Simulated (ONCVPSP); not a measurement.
**Reading a pseudo-wave (scandium (Sc))**

Columns: radius, all-electron u(r) and pseudo u(r) of the 3p shell (level -33.38 eV) of scandium in the configuration [Ne] 3s2 3p6 3d1 4s2; BLYP, scalar-relativistic, ONCV scheme, ONCVPSP 4.0.1.

```json
{"r (bohr)": "0.105", "all-electron": "-0.3782", "pseudo": "0.0316"}
{"r (bohr)": "0.210", "all-electron": "-0.4917", "pseudo": "0.1214"}
{"r (bohr)": "0.315", "all-electron": "-0.2583", "pseudo": "0.2568"}
{"r (bohr)": "0.420", "all-electron": "0.0951", "pseudo": "0.4195"}
{"r (bohr)": "0.525", "all-electron": "0.4294", "pseudo": "0.5883"}
{"r (bohr)": "0.630", "all-electron": "0.6888", "pseudo": "0.7424"}
{"r (bohr)": "0.735", "all-electron": "0.8627", "pseudo": "0.8654"}
{"r (bohr)": "0.840", "all-electron": "0.9591", "pseudo": "0.9476"}
{"r (bohr)": "0.945", "all-electron": "0.9933", "pseudo": "0.9851"}
{"r (bohr)": "1.050", "all-electron": "0.9821", "pseudo": "0.9797"}
{"r (bohr)": "1.155", "all-electron": "0.9405", "pseudo": "0.9403"}
{"r (bohr)": "1.260", "all-electron": "0.8802", "pseudo": "0.8801"}
{"r (bohr)": "1.365", "all-electron": "0.8098", "pseudo": "0.8097"}
{"r (bohr)": "1.470", "all-electron": "0.7353", "pseudo": "0.7353"}
{"r (bohr)": "1.575", "all-electron": "0.6610", "pseudo": "0.6610"}
{"r (bohr)": "1.680", "all-electron": "0.5895", "pseudo": "0.5894"}
{"r (bohr)": "1.785", "all-electron": "0.5223", "pseudo": "0.5223"}
{"r (bohr)": "1.890", "all-electron": "0.4604", "pseudo": "0.4604"}
{"r (bohr)": "1.995", "all-electron": "0.4041", "pseudo": "0.4041"}
{"r (bohr)": "2.100", "all-electron": "0.3534", "pseudo": "0.3534"}
{"r (bohr)": "2.205", "all-electron": "0.3082", "pseudo": "0.3081"}
{"r (bohr)": "2.310", "all-electron": "0.2680", "pseudo": "0.2680"}
{"r (bohr)": "2.415", "all-electron": "0.2326", "pseudo": "0.2325"}
{"r (bohr)": "2.520", "all-electron": "0.2014", "pseudo": "0.2014"}
{"r (bohr)": "2.625", "all-electron": "0.1742", "pseudo": "0.1742"}
{"r (bohr)": "2.730", "all-electron": "0.1504", "pseudo": "0.1504"}
```

**Question.** How many radial nodes do the two functions have?

**Answer.** The all-electron 3p function has n − l − 1 = 1; the pseudo-wave has 0, since the states of the same l below it are removed with the core.

**Question.** At about which radius was the pseudo-wave matched?

**Answer.** 1.25 bohr, where the columns begin to agree (steps of 0.10 bohr).

**Question.** Is the pseudo-wave norm-conserving?

**Answer.** Yes: the ONCV scheme keeps the norm inside the radius equal to the all-electron one, which fixes the energy derivative of the logarithmic derivative at the level.
